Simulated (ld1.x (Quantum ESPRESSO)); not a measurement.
## Mo: variants of one TM potential

Base potential:

```
Element                 : molybdenum
Generator               : ld1.x (Quantum ESPRESSO) 7.5
Type                    : norm-conserving Troullier–Martins (Kleinman–Bylander form)
Functional              : PBE
Relativity              : scalar-relativistic
Frozen core             : [Kr]
Valence charge          : 6
Reference configuration : 4d4 5s0 5p0 (charge +2)
Partial waves           : 5p (bound, empty): rc 3.30 bohr; 4d (bound): rc 2.50 bohr; 5s (bound, empty): rc 2.85 bohr
Local potential         : the s channel
Core correction         : a·sin(br)/r model core inside 1.20 bohr
```

Cutoffs, loose and tight: the cutoffs (Ry, on a coarse ladder) from which the occupation-weighted sum of valence levels, in a spherical-Bessel basis at the reference potential, stays within 10 and 1 mRy of its value at 400 Ry. They do not see the model core or the augmentation charge, which bear on the density cutoff. Test errors are all-electron minus pseudo excitation energies from the reference, over the configurations 4d5 5s1 5p0; 4d5 5s0 5p0; 4d3 5s0 5p0; 4d5.5 5s0.5 5p0; 4d4 5s2 5p0; 4d4 5s1 5p0; 4d2 5s0 5p0. A dash means not determined; rows that change the core or the reference have their own tests.

| change | outcome | cutoff, loose | cutoff, tight | bound ghosts | largest test error (meV) |
| --- | --- | --- | --- | --- | --- |
| base | generated | 30 Ry | 35 Ry | none | -954 |
| wave 5s (bound): rc 2.85 bohr becomes 5s (bound): rc 3.46 bohr | generated | 30 Ry | 35 Ry | none | -963 |
| core correction a·sin(br)/r model core inside 1.74 bohr | generated | 30 Ry | 35 Ry | none | -879 |
| wave 5p (bound): rc 3.30 bohr becomes 5p (bound): rc 4.32 bohr | generated | 30 Ry | 35 Ry | none | -954 |
| type PAW; waves now 5s (bound): rcut 2.50, rcutus 2.85 bohr; 5s channel at 1.65 Ry: rcut 2.50, rcutus 2.85 bohr; 5p (bound): rcut 2.85, rcutus 3.30 bohr; 5p channel at 4.25 Ry: rcut 2.85, rcutus 3.30 bohr; 4d (bound): rcut 2.15, rcutus 2.50 bohr; 4d channel at -1.1 Ry: rcut 2.15, rcutus 2.50 bohr; local potential all-electron potential smoothed inside 1.95 bohr (lloc = -2); augmentation BESSEL, radius 2.05 bohr | generated | 18 Ry | 25 Ry | none | -963 |
| wave 4d (bound): rc 2.50 bohr becomes 4d (bound): rc 3.00 bohr | generated | 25 Ry | 30 Ry | none | -592 |
| core correction a·sin(br)/r model core inside 1.54 bohr | generated | 30 Ry | 35 Ry | none | -933 |
| all radii but the core radius scaled by about 1.18 (s 3.38, p 3.90, d 2.96 bohr) | generated | 25 Ry | 30 Ry | none | -596 |

(1) What comes out with this change to the base: reference 4d5 5s1 5p0?

(2) What comes out with this change to the base: all radii but the core radius scaled by about 1.26 (s 3.60, p 4.18, d 3.16 bohr)?

Results:

(1) outcome: generated; cutoff, loose: 30 Ry; cutoff, tight: 35 Ry; bound ghosts: none; largest test error (meV): -609.

(2) outcome: generated; cutoff, loose: 25 Ry; cutoff, tight: 30 Ry; bound ghosts: none; largest test error (meV): -343.
